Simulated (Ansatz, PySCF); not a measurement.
C₄H₅Cl, SMILES C=CC(=C)Cl. Atoms are numbered in the order given.

```xyz
10

C     -2.0818    -0.2384    -0.2779
C     -0.9108    -0.5391    -0.8551
C      0.4205    -0.1943    -0.3559
C      1.5618    -0.5236    -0.9799
Cl     0.4964     0.7049     1.1528
H     -2.1247     0.3178     0.6610
H     -3.0254    -0.5442    -0.7348
H     -0.8964    -1.0983    -1.7969
H      1.5213    -1.0823    -1.9179
H      2.5376    -0.2494    -0.5781
```

Geometry: B3LYP-D3(BJ)/def2-SVP. Other conformers were not sampled.

Two levels are set side by side: PBE-D3(BJ)/def2-SVP (Ansatz, a program for electronic structure) and B3LYP-D3(BJ)/def2-SVP (Ansatz). Each level has its own optimised geometry; the coordinates shown are those of the second. Frequencies come from the Hessian of PySCF at each geometry. Differences are taken from unrounded values.

```csv
quantity,B3LYP-D3(BJ),PBE-D3(BJ),PBE-D3(BJ) minus B3LYP-D3(BJ)
mean bond length (Å),1.263,1.269,0.006
bond C1–C2 (Å),1.340,1.349,0.009
bond C2–C3 (Å),1.463,1.462,-0.001
bond C3–C4 (Å),1.342,1.353,0.011
bond C3–Cl5 (Å),1.758,1.757,-0.001
bond C1–H6 (Å),1.092,1.101,0.009
bond C1–H7 (Å),1.092,1.100,0.008
bond C2–H8 (Å),1.095,1.104,0.008
bond C4–H9 (Å),1.093,1.100,0.008
bond C4–H10 (Å),1.090,1.098,0.008
highest harmonic wavenumber (cm⁻¹),3266,3206,-60
mean harmonic wavenumber (cm⁻¹),1388,1349,-39
zero-point energy (kcal/mol),47.62,46.30,-1.33
```

GGA bonds tend to be longer and softer than those of functionals with exact exchange. Differences between two approximate levels are no errors against the true value.
